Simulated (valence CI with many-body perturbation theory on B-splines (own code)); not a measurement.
## Cd XXXIII: calculated level list

Calculated by relativistic CI+MBPT: six valence electrons over a frozen Dirac-Fock core [Ne], a basis of 9 s, 9 p, 8 d, 6 f, 3 g, 1 h functions for each j, with the one-electron correlation potential Σ1, the two-electron term Σ2, the three-electron term Σ3, Breit, model QED; selected CI, second order for the rest, scaled by the run's own slope (own B-spline code, finite nucleus).

No measured spectrum was set against this ion. As an estimate, large intervals hold to a few tenths of a per cent, small ones and those within an open d or f shell to about a per cent. Among the levels kept, up to 1500 cm⁻¹ of a level comes from second order outside the variational space, and about a tenth of that is noise between levels of different J, which matters for small intervals.

Levels 1 to 39 of 39, with energies above the lowest level, (3s^2 3p1/2^2 3p3/2^2) J=2. "Leading %" is the weight of the configuration and term that name the level; weights of strongly mixed levels are sums over their largest components and can fall short. In the jj column 3d3/2^4 stands for four electrons in 3d with j = 3/2. Lifetimes count E1, E2, E3, M1 and M2 decay at the calculated energies, and are blank where another channel may lead or the interval is too uncertain; long ones can be off by a factor of two.

```csv
No.,Configuration,Term,J,E (cm⁻¹),Leading %,Lifetime,Leading jj
1,3s²3p⁴,³P,2,0,73,,3s^2 3p1/2^2 3p3/2^2 (97 %)
2,3s²3p⁴,¹S,0,84959,54,232 ms,3s^2 3p1/2^2 3p3/2^2 (96 %)
3,3s²3p⁴,³P,1,342820,98,1.23 μs,3s^2 3p1/2 3p3/2^3 (98 %)
4,3s²3p⁴,¹D,2,392000,73,2.15 μs,3s^2 3p1/2 3p3/2^3 (97 %)
5,3s²3p⁴,³P,0,771690,54,426 ns,3s^2 3p3/2^4 (96 %)
6,3s3p⁵,³P°,2,1037800,48,165 ps,3s 3p1/2^2 3p3/2^3 (48 %)
7,3s²3p³3d,⁵D°,1,1062900,27,372 ps,3s^2 3p1/2^2 3p3/2 3d3/2 (73 %)
8,3s²3p³3d,³F°,2,1079800,18,152 ps,3s^2 3p1/2^2 3p3/2 3d3/2 (57 %)
9,3s²3p³3d,⁵D°,3,1093100,30,2.22 ns,3s^2 3p1/2^2 3p3/2 3d3/2 (78 %)
10,3s²3p³3d,⁵D°,0,1093300,46,13.4 ns,3s^2 3p1/2^2 3p3/2 3d3/2 (90 %)
11,3s²3p³3d,⁵D°,4,1161900,43,166 μs,3s^2 3p1/2^2 3p3/2 3d5/2 (92 %)
12,3s3p⁵,³P°,1,1210400,30,16.0 ps,3s 3p1/2^2 3p3/2^3 (43 %)
13,3s²3p³3d,⁵D°,2,1228800,34,19.6 ps,3s^2 3p1/2^2 3p3/2 3d5/2 (56 %)
14,3s²3p³3d,³G°,3,1268700,26,19.6 ps,3s^2 3p1/2^2 3p3/2 3d5/2 (63 %)
15,3s²3p³3d,³D°,1,1327400,64,23.1 ps,3s^2 3p1/2^2 3p3/2 3d5/2 (64 %)
16,3s²3p³3d,³P°,0,1362700,32,300 ps,3s^2 3p1/2 3p3/2^2 3d3/2 (64 %)
17,3s²3p³3d,³D°,1,1377700,37,68.6 ps,3s^2 3p1/2 3p3/2^2 3d3/2 (75 %)
18,3s²3p³3d,³F°,2,1378200,46,253 ps,3s^2 3p1/2 3p3/2^2 3d3/2 (92 %)
19,3s²3p³3d,³F°,3,1407400,52,288 ps,3s^2 3p1/2 3p3/2^2 3d3/2 (83 %)
20,3s²3p³3d,¹S°,0,1419100,37,73.4 ps,3s^2 3p1/2 3p3/2^2 3d5/2 (41 %)
21,3s²3p³3d,³D°,3,1452800,62,290 ps,3s^2 3p1/2 3p3/2^2 3d5/2 (92 %)
22,3s²3p³3d,³G°,4,1454300,65,5.06 μs,3s^2 3p1/2 3p3/2^2 3d3/2 (73 %)
23,3s²3p³3d,³D°,1,1460500,32,48.3 ps,3s^2 3p1/2 3p3/2^2 3d5/2 (58 %)
24,3s²3p³3d,¹G°,4,1473900,38,2.09 μs,3s^2 3p1/2 3p3/2^2 3d5/2 (75 %)
25,3s²3p³3d,³F°,2,1509200,48,33.9 ps,3s^2 3p1/2 3p3/2^2 3d3/2 (84 %)
26,3s²3p³3d,³F°,4,1518700,60,9.99 μs,3s^2 3p1/2 3p3/2^2 3d5/2 (90 %)
27,3s²3p³3d,³G°,5,1537000,98,7.83 μs,3s^2 3p1/2 3p3/2^2 3d5/2 (98 %)
28,3s²3p³3d,³S°,1,1587000,40,3.87 ps,3s^2 3p1/2 3p3/2^2 3d5/2 (35 %)
29,3s²3p³3d,³P°,2,1605700,42,2.75 ps,3s^2 3p1/2 3p3/2^2 3d3/2 (52 %)
30,3s²3p³3d,³D°,3,1609600,66,2.57 ps,3s^2 3p1/2 3p3/2^2 3d3/2 (66 %)
31,3s²3p³3d,³D°,2,1617300,54,26.5 ps,3s^2 3p1/2 3p3/2^2 3d5/2 (87 %)
32,3s²3p³3d,³P°,0,1621300,40,14.1 ps,3s^2 3p1/2 3p3/2^2 3d5/2 (51 %)
33,3s²3p³3d,³F°,3,1649600,40,230 ps,3s^2 3p1/2 3p3/2^2 3d5/2 (94 %)
34,3s²3p³3d,³P°,1,1659200,47,2.27 ps,3s^2 3p1/2 3p3/2^2 3d3/2 (51 %)
35,3s²3p³3d,³D°,2,1664800,38,6.65 ps,3s^2 3p1/2 3p3/2^2 3d5/2 (66 %)
36,3s²3p³3d,¹F°,3,1693200,48,8.04 ps,3s^2 3p1/2 3p3/2^2 3d5/2 (56 %)
37,3s²3p³3d,¹P°,1,1712700,22,2.59 ps,3s^2 3p1/2 3p3/2^2 3d3/2 (64 %)
38,3s²3p³3d,¹D°,2,1755100,40,3.05 ps,3s^2 3p1/2 3p3/2^2 3d5/2 (78 %)
39,3s²3p³3d,³S°,1,1758500,25,2.83 ps,3s^2 3p1/2 3p3/2^2 3d5/2 (52 %)
```

The ionisation energy to 3s²3p³ ²P°3/2 of the next ion comes out as 2001.9 eV (NIST: 1998 ± 3 eV (semi-empirical)). All 39 levels together are meant to be complete up to 1760700 cm⁻¹.
